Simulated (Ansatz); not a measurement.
`[Cl][SnH]1[O][GeH2]1`, relaxed with RKS PBE-D4/def2-SVP in Ansatz from a rough embedded geometry. The force threshold is 0.03 eV/Å; the program also tests the step.

Charge 0, multiplicity 1. Sn takes the def2 core potential.

Start:

```xyz
7

Cl    2.840    0.308    0.957
Sn    0.580   -0.155    1.113
O    -0.437    1.144   -0.011
Ge   -0.749   -0.275   -1.172
H    -0.222   -0.233    2.685
H     0.159   -0.031   -2.446
H    -2.172   -0.759   -1.127
```

Problem. How much energy does the relaxation release, and in how many steps? (Estimate.)

Solution. Computed: 45.22 kJ/mol, in 6 steps.

Problem. Which bonds change most? (An estimate is asked.)

Solution. Computed: Sn2–O3 from 1.996 to 2.171 Å; Cl1–Sn2 from 2.313 to 2.390 Å; Sn2–Ge4 from 2.646 to 2.571 Å; O3–Ge4 from 1.860 to 1.786 Å.

Problem. Give the relaxed structure. (An estimate is asked.)

Solution. The calculation gave: 
```xyz
7

Cl    2.819    0.341    1.087
Sn    0.535   -0.364    1.078
O    -0.538    1.196    0.017
Ge   -0.746   -0.148   -1.140
H     0.006   -0.135    2.715
H     0.095   -0.142   -2.447
H    -2.171   -0.749   -1.309
```
